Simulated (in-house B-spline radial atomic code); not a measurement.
LDA VWN5 excitations of the rhenium ion Re⁷⁺

Method: LDA VWN5. Computed with a B-spline radial code for spherical atoms: linear response of the closed shell [Xe] 4f14 with the functional's adiabatic kernel; scalar-relativistic (spin-free one-electron X2C), finite nucleus, no spin-orbit coupling, no double excitations, S, P, D and F terms only; shells from n = 3 respond. Only terms of natural parity with L up to 3 were computed.

Spin-orbit coupling is strong here, so these LS terms don't match observed levels.

Command:
```bash
python run_td.py task.json out
```
Settings (radii: box in bohr, nucleus in fm):
```
Z                        75
electrons                68
configuration            [Xe] 4f14
hamiltonian              x2c
method                   lda,vwn
box_radius               12.81
rms_radius               5.3698
intervals                69
```

Time taken, with all properties: 5.6 s on 1 thread of Arm Neoverse N1, with other jobs on the host.

The lowest states, in the order of their Tamm-Dancoff energies; the method's threshold (minus the highest occupied level) is 138.68 eV. Labels give the largest channel, * marks a mixed state, and oscillator strengths are full-response dipole values. Semilocal kernels can invert the small singlet-triplet splittings of Rydberg terms. Energies in eV:

```
      state  full response  Tamm-Dancoff  oscillator strength
5p → 5d 3P*          47.10         47.16                    -
 5p → 5d 3F          47.94         47.98                    -
4f → 5d 3P*          48.84         48.84                    -
 4f → 5d 3F          48.96         48.96                    -
 4f → 5d 1F          49.28         49.28                    -
 4f → 5d 1P              ?             ?                    ?
 5p → 5d 1F          50.65         50.72                    -
 5p → 5d 1P              ?             ?                    ?
 5p → 6s 3P          64.77         64.77                    -
 4f → 6s 3F          64.79         64.79                    -
 4f → 6s 1F          64.98         64.98                    -
 5p → 6s 1P          65.52         65.58                 1.36
 5p → 6p 3S          76.95         76.96                    -
```

(1) Where does 4f → 5d 1P lie?

(2) Where does 5p → 5d 1P lie?

(3) How large is the singlet-triplet splitting of 4f → 5d (F terms) in Tamm-Dancoff?

(4) What polarisabilities and dispersion coefficient does the method give?

## Answers

(1) At 50.31 eV in full response, 50.48 eV in Tamm-Dancoff, oscillator strength 0.0133.

(2) At 59.90 eV in full response, 61.84 eV in Tamm-Dancoff, oscillator strength 5.48.

(3) 0.324 eV, from the unrounded values.

(4) Dipole 1.68 bohr³, quadrupole 1.925 bohr⁵, C6 5.812 hartree·bohr⁶ for two such species.
